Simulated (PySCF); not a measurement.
C₄H₇ (SMILES [CH2]C(=C)C), doublet (typed; the unrestricted solution is spin-contaminated), geometry from GFN2-xTB; PySCF with DF-MP2/STO-3G.

Here is a job for PySCF.
```python
from pyscf import gto, scf, mp

mol = gto.M(
    atom='''
C    -0.19495187    0.15685852    1.40366555
C    -0.00119422    0.08240982    0.04378401
H    -0.29377985    1.10630927    1.89854694
H    -0.25392347   -0.72596582    2.01373916
C     0.07590634    1.21165371   -0.74090455
H     0.22795896    1.14765059   -1.80292646
H    -0.01487156    2.19324052   -0.31204544
C     0.11066686   -1.26726994   -0.61376699
H     0.38726064   -2.03093733    0.10821526
H    -0.84735425   -1.54391310   -1.05326649
H     0.85214687   -1.24829667   -1.40893108
''',
    basis='sto-3g',
    spin=1,
    verbose=5,
)

mf = scf.UHF(mol)
mf = mf.density_fit(auxbasis='def2-universal-jkfit')
mf.kernel()

pt = mp.MP2(mf)
pt.kernel()
print('E(MP2) = %.10f' % pt.e_tot)
```

Task: Predict the main parts of the log of this PySCF run.

Result: 
```
PySCF version 2.14.0

[INPUT] verbose = 5
[INPUT] max_memory = 4000
[INPUT] num. atoms = 11
[INPUT] num. electrons = 31
[INPUT] charge = 0
[INPUT] spin (= nelec alpha-beta = 2S) = 1
[INPUT] symmetry False subgroup None
[INPUT] Mole.unit = angstrom
[INPUT] Symbol           X                Y                Z      unit          X                Y                Z       unit  Magmom
[...]
[INPUT] ---------------- BASIS SET ----------------
[INPUT] l, kappa, [nprim/nctr], expnt,             c_1 c_2 ...
[INPUT] C
[...]
                                13.045096         0.53532814
                                3.5305122         0.44463454
[...]
                                0.6834831         0.39951283
                                0.2222899         0.70011547
[...]
                                0.6834831         0.60768372
                                0.2222899         0.39195739
[INPUT] H
[...]
                                0.62391373        0.53532814
                                0.1688554         0.44463454

nuclear repulsion = 113.354955128496
number of shells = 19
number of NR pGTOs = 81
number of NR cGTOs = 27
basis = sto-3g
ecp = {}

******** <class 'pyscf.df.df_jk.DFUHF'> ********
method = DFUHF
initial guess = minao
damping factor = 0
level_shift factor = 0
DIIS = <class 'pyscf.scf.diis.CDIIS'>
diis_start_cycle = 1
diis_space = 8
diis_damp = 0
SCF conv_tol = 1e-09
SCF conv_tol_grad = None
SCF max_cycles = 50
direct_scf = False
number electrons alpha = 16  beta = 15
Set gradient conv threshold to 3.16228e-05
******** <class 'pyscf.df.df.DF'> ********
auxbasis = def2-universal-jkfit
num shells = 142, num cGTOs = 426
size of aux basis 426
int3c2e [1/1], AO [0:19], nrow = 378
E1 = -429.8166717674113  E2 = 162.1585000294488  Ecoul = 185.92337156061592  Exc = -23.76487153116713
init E= -154.303216609466
cond(S) = 13.124751954745081

  alpha mo_energy =
[-11.10222019 -11.09045832 -11.08050236 -11.08015556  -1.52142676
  -1.1468115   -1.08584616  -0.71613685  -0.54115465  -0.52401951
  -0.47768377  -0.39394122  -0.35996277  -0.32709178  -0.24200899
  -0.02171352   0.24613461   0.49901805   0.53177026   0.54047822
   0.60601919   0.61027335   0.62005867   0.66567793   0.68690425
   0.89580742   0.92873854]
  beta  mo_energy =
[-11.10222019 -11.09045832 -11.08050236 -11.08015556  -1.52142676
  -1.1468115   -1.08584616  -0.71613685  -0.54115465  -0.52401951
  -0.47768377  -0.39394122  -0.35996277  -0.32709178  -0.24200899
  -0.02171352   0.24613461   0.49901805   0.53177026   0.54047822
   0.60601919   0.61027335   0.62005867   0.66567793   0.68690425
   0.89580742   0.92873854]
multiplicity <S^2> = 0.75  2S+1 = 2
E1 = -431.7959863140004  E2 = 164.86767785015624  Ecoul = 188.16775278484934  Exc = -23.3000749346931
cycle= 1 E= -153.573353335348  delta_E= 0.73  |g|= 0.181  |ddm|= 2.82
  alpha mo_energy =
[-11.04344916 -11.03794297 -10.98373384 -10.98340167  -1.05394124
  -0.90195906  -0.87872468  -0.68023272  -0.58624641  -0.57905715
  -0.5469671   -0.49134367  -0.46907567  -0.43931887  -0.397476
  -0.22606997   0.32396161   0.61592308   0.65357626   0.67164726
   0.72181898   0.72660168   0.73951639   0.79550987   0.80257722
   1.01445894   1.04080024]
  beta  mo_energy =
[-11.04343938 -11.0379381  -10.97237958 -10.97234228  -1.03315095
  -0.88799314  -0.8284298   -0.66550214  -0.57706426  -0.57155602
  -0.54003595  -0.48469122  -0.45765068  -0.43384005  -0.28234252
   0.2193066    0.43908747   0.62134424   0.66428249   0.69863916
   0.73053089   0.74231735   0.74516094   0.80495946   0.81144224
   1.02581439   1.05373395]
multiplicity <S^2> = 0.77673582  2S+1 = 2.0265595
E1 = -431.6344257716045  E2 = 164.6679923820545  Ecoul = 187.97433014530625  Exc = -23.306337763251747
cycle= 2 E= -153.611478261054  delta_E= -0.0381  |g|= 0.0805  |ddm|= 0.336
  alpha mo_energy =
[-11.03671648 -11.02559904 -11.02473202 -11.02412535  -1.0524498
  -0.89917747  -0.89198576  -0.6823411   -0.59423688  -0.58566267
  -0.54125944  -0.49793126  -0.47901489  -0.44488322  -0.40871061
  -0.266984     0.34125245   0.61683324   0.65362519   0.66936091
   0.71588775   0.73364711   0.74707385   0.78792318   0.80371789
   1.00616181   1.03184007]
  beta  mo_energy =
[-11.03674372 -11.03155315 -11.00903003 -11.00804202  -1.03624724
  -0.88409624  -0.82939701  -0.67124244  -0.58527398  -0.57807227
  -0.54081773  -0.49092961  -0.47060377  -0.44264949  -0.30966739
   0.23357034   0.43389469   0.62066718   0.66705202   0.70187686
   0.73282093   0.7430934    0.74946346   0.79867427   0.80680711
   1.01600218   1.04384653]
multiplicity <S^2> = 0.85258224  2S+1 = 2.1000783
E1 = -431.6175842136755  E2 = 164.63668006346748  Ecoul = 187.96918634033713  Exc = -23.33250627686965
cycle= 3 E= -153.625949021712  delta_E= -0.0145  |g|= 0.0486  |ddm|= 0.199
  alpha mo_energy =
[-11.04554479 -11.03755862 -11.00473029 -11.00395813  -1.04874518
  -0.90193556  -0.8924124   -0.67710883  -0.59201675  -0.58424169
  -0.54152356  -0.49578384  -0.47815504  -0.4454807   -0.4087663
  -0.28267012   0.36358183   0.61719619   0.65293099   0.67278207
   0.71833669   0.73174973   0.74531146   0.79021846   0.80700213
   1.00873814   1.03365135]
  beta  mo_energy =
[-11.05012918 -11.04504837 -10.98382805 -10.98347546  -1.04112033
  -0.88340128  -0.81909037  -0.66942996  -0.5827271   -0.5768176
  -0.54805739  -0.48886549  -0.46894822  -0.44447359  -0.32865064
   0.26563676   0.43879933   0.6180284    0.66657352   0.70785945
   0.72812047   0.74657176   0.75115693   0.80213991   0.80816821
   1.01696667   1.04435366]
multiplicity <S^2> = 0.95487559  2S+1 = 2.1953365
E1 = -431.6343311332911  E2 = 164.64636517604742  Ecoul = 188.0086396438189  Exc = -23.36227446777147
cycle= 4 E= -153.633010828747  delta_E= -0.00706  |g|= 0.0255  |ddm|= 0.162
  alpha mo_energy =
[-11.03905019 -11.01371377 -11.01187607 -11.01144183  -1.04349932
  -0.90113388  -0.89801948  -0.67358338  -0.5919413   -0.58302995
[...]
   0.73028206   0.74769348   0.75101206   0.80225331   0.8087319
   1.01661273   1.04520012]
multiplicity <S^2> = 1.0565899  2S+1 = 2.2861232
E1 = -431.6089776044946  E2 = 164.61898369240996  Ecoul = 188.0088234215614  Exc = -23.389839729151447
cycle= 8 E= -153.635038783588  delta_E= -6.37e-07  |g|= 0.00027  |ddm|= 0.00182
  alpha mo_energy =
[-11.04072258 -11.01858284 -11.01434623 -11.01413622  -1.04564802
  -0.90275667  -0.8993504   -0.67478131  -0.59275099  -0.58396067
  -0.53718431  -0.49650847  -0.47774395  -0.4429134   -0.41173072
  -0.30369465   0.38180316   0.61887696   0.65337737   0.67055407
   0.71615026   0.73570058   0.74715512   0.7874784    0.80990818
   1.01118964   1.03707889]
  beta  mo_energy =
[-11.03863163 -11.03827118 -10.98917724 -10.98878709  -1.04263366
  -0.88019668  -0.81610379  -0.67159056  -0.58296142  -0.57626199
  -0.54808195  -0.4887876   -0.46854682  -0.44280412  -0.34155444
   0.28165589   0.438057     0.62004335   0.66912136   0.7076205
   0.73022999   0.74765186   0.75099969   0.80222597   0.80871018
   1.01660989   1.04520144]
multiplicity <S^2> = 1.0567981  2S+1 = 2.2863054
E1 = -431.6091486971352  E2 = 164.619154638989  Ecoul = 188.0090521027447  Exc = -23.389897463755716
cycle= 9 E= -153.63503892965  delta_E= -1.46e-07  |g|= 9.12e-05  |ddm|= 0.00091
  alpha mo_energy =
[-11.040655   -11.01857844 -11.01432088 -11.01411668  -1.04563753
  -0.90275354  -0.89934698  -0.67477179  -0.59274233  -0.58395022
  -0.53716563  -0.49649955  -0.47772924  -0.44290259  -0.41173909
  -0.3037103    0.38186143   0.61888776   0.65339391   0.67055988
   0.71615372   0.73571871   0.74717573   0.78748757   0.80993105
   1.01119952   1.0370865 ]
  beta  mo_energy =
[-11.03861827 -11.03819578 -10.98915025 -10.98876967  -1.04261806
  -0.8801677   -0.81609483  -0.67158131  -0.58295105  -0.57624483
  -0.54806771  -0.48877961  -0.46854072  -0.4427891   -0.34158497
   0.28169223   0.43808694   0.62007285   0.66914085   0.70763377
   0.73025763   0.74766777   0.75101355   0.80223615   0.80872063
   1.01662233   1.04521711]
multiplicity <S^2> = 1.0569294  2S+1 = 2.2864203
E1 = -431.60908467163836  E2 = 164.61909059681793  Ecoul = 188.0090159341926  Exc = -23.389925337374677
cycle= 10 E= -153.635038946324  delta_E= -1.67e-08  |g|= 2.98e-05  |ddm|= 0.000363
  alpha mo_energy =
[-11.04067116 -11.01858661 -11.01433122 -11.01412577  -1.04564375
  -0.9027586   -0.89934737  -0.67477697  -0.59274573  -0.58395372
  -0.53716868  -0.4965032   -0.4777339   -0.44291007  -0.41172824
  -0.3037005    0.38182622   0.61888132   0.65339051   0.67055618
   0.71615055   0.73571183   0.74717273   0.78748359   0.80992206
   1.01119157   1.03707896]
  beta  mo_energy =
[-11.03862357 -11.03820731 -10.98916438 -10.98878248  -1.04261973
  -0.88017023  -0.81610259  -0.67158403  -0.58295417  -0.57624794
  -0.54806659  -0.48878305  -0.46854561  -0.44279374  -0.34156574
   0.28167026   0.43806313   0.62006927   0.66913652   0.7076292
   0.73025542   0.74766405   0.75100952   0.802231     0.80871555
   1.01661483   1.04520949]
multiplicity <S^2> = 1.0568642  2S+1 = 2.2863632
E1 = -431.6090973924538  E2 = 164.61910331590994  Ecoul = 188.00901200812558  Exc = -23.38990869221564
cycle= 11 E= -153.635038948048  delta_E= -1.72e-09  |g|= 1.07e-05  |ddm|= 0.000112
  alpha mo_energy =
[-11.04066962 -11.0185884  -11.01433045 -11.01412564  -1.04564366
  -0.90275882  -0.89934791  -0.6747765   -0.59274593  -0.58395357
  -0.53716807  -0.4965032   -0.47773379  -0.44291     -0.41173111
  -0.30370295   0.38183249   0.618881     0.65339052   0.67055558
   0.71615001   0.73571275   0.74717365   0.78748334   0.80992259
   1.01119228   1.03707984]
  beta  mo_energy =
[-11.0386259  -11.03820536 -10.98916342 -10.9887821   -1.0426207
  -0.88016937  -0.81610248  -0.67158439  -0.58295412  -0.57624804
  -0.54806704  -0.48878243  -0.4685454   -0.44279328  -0.34157278
   0.28167362   0.43806644   0.62006949   0.66913708   0.70762982
   0.73025636   0.74766453   0.75101017   0.80223107   0.80871585
   1.01661437   1.04520885]
multiplicity <S^2> = 1.0568768  2S+1 = 2.2863743
E1 = -431.60909775961477  E2 = 164.61910368285737  Ecoul = 188.00901520604958  Exc = -23.38991152319221
cycle= 12 E= -153.635038948261  delta_E= -2.14e-10  |g|= 2.65e-06  |ddm|= 3.72e-05
  alpha mo_energy =
[-11.04066883 -11.01858415 -11.01433154 -11.01412643  -1.04564286
  -0.90275841  -0.89934772  -0.67477613  -0.5927458   -0.58395332
  -0.53716763  -0.49650321  -0.47773333  -0.44290918  -0.41173057
  -0.30370295   0.38183355   0.61888147   0.65339077   0.67055543
   0.71614982   0.73571319   0.74717393   0.7874833    0.80992336
   1.01119323   1.03708099]
  beta  mo_energy =
[-11.03862219 -11.03820408 -10.98916462 -10.98878289  -1.0426197
  -0.88016889  -0.81610226  -0.67158429  -0.58295397  -0.57624788
  -0.54806649  -0.48878233  -0.46854489  -0.44279241  -0.34157146
   0.28167356   0.43806632   0.62007024   0.66913747   0.70762977
   0.73025677   0.74766476   0.75101008   0.80223139   0.80871599
   1.01661502   1.04520965]
multiplicity <S^2> = 1.0568772  2S+1 = 2.2863746
E1 = -431.60909458777246  E2 = 164.6191005110075  Ecoul = 188.00901203769095  Exc = -23.38991152668345
Extra cycle  E= -153.635038948269  delta_E= -7.56e-12  |g|= 1.4e-06  |ddm|= 4.28e-06
converged SCF energy = -153.635038948269  <S^2> = 1.0568772  2S+1 = 2.2863746

******** <class 'pyscf.mp.dfump2.DFUMP2'> ********
nocc = (np.int64(16), np.int64(15)), nmo = (27, 27)
Caching ovL-type integrals by transforming saved AO 3c integrals.
ao2mo est mem= 1.16 MB  avail mem= 3891.63 MB
ovL-type integrals are cached incore
occ blksize for outcore ao2mo: 16/16
aux blksize for outcore ao2mo: 426/426
occ blksize for DFUMP2 loop: 16/16 15/15
E(DFUMP2) = -153.813545964236  E_corr = -0.178507015966976
E(SCS-DFUMP2) = -153.828641662676  E_corr = -0.19360271440778
E_corr(same-spin) = -0.023775813176067
E_corr(oppo-spin) = -0.154731202790909
E(MP2) = -153.8135459642
```
